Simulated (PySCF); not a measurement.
Li(OH) (HLiO), SMILES [Li][OH].

Geometry optimised at B3LYP-D3(BJ)/def2-TZVPD. The isomer is the one that the SMILES or the coordinates give; other isomers of the formula were not compared.

Method: B3LYP-D3(BJ)/def2-TZVPD (PySCF 2.14.0).

Frequencies are harmonic and unscaled.

Modes within 1.5 cm⁻¹ of each other (mostly degenerate sets) share a row, with their intensities summed.

Task: Estimate the vibrational spectrum. (The exact figures need the calculation; the answer reports its results.)

Result: 
| mode | ν (cm⁻¹) | IR (km/mol) | Raman (Å⁴/amu) | depolarisation | moving atoms (share of kinetic energy) |
|---|---|---|---|---|---|
| 1–2 | 299 | 240.8 | 4.4 | 0.75 | H 82 %, O 13 % |
| 3 | 955 | 175.2 | 20.0 | 0.02 | Li 71 %, O 27 % |
| 4 | 3982 | 35.0 | 120.6 | 0.13 | H 94 % |
